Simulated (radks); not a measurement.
Results of a calculation; reference values are marked as such.
Q: These are the eigenvalues of the occupied orbitals of an atom or ion with whole-number occupations (hartree). Level of theory: Dirac Kohn-Sham, revPBE, spin-unpolarised, spherical densities, finite nucleus; Fermi nuclear charge, rms radius of each element as measured or else 0.836 A^(1/3) + 0.57 fm (a radial shooting solver on a logarithmic mesh with Libxc functionals).

1s1/2: -1593.611
2s1/2: -257.8189
2p1/2: -243.9169
2p3/2: -224.8063
3s1/2: -56.09445
3p1/2: -50.15852
3p3/2: -46.34309
3d3/2: -36.01126
3d5/2: -35.18652
4s1/2: -11.32306
4p1/2: -9.08292
4p3/2: -8.25680
4d3/2: -4.57676
4d5/2: -4.43085
5s1/2: -1.70057
5p1/2: -1.10529
5p3/2: -0.99441
6s1/2: -0.29659
4f5/2: -0.28244

Which element is it, and in what charge state? The configuration may be excited. Open shells, if any, fill j = l - 1/2 first.

A: Z = 60, neodymium, charge +1: Nd+ in [Xe] 4f4 6s1. The list shows which subshells hold electrons but not how many an open one holds; the 1s level, -1593.6 hartree, gives Z - s = 56.5 by -(Z - s)^2/2, which with screening and relativity narrows Z to a few neighbours, and the depths of the outer levels then fix element, charge and occupations together.
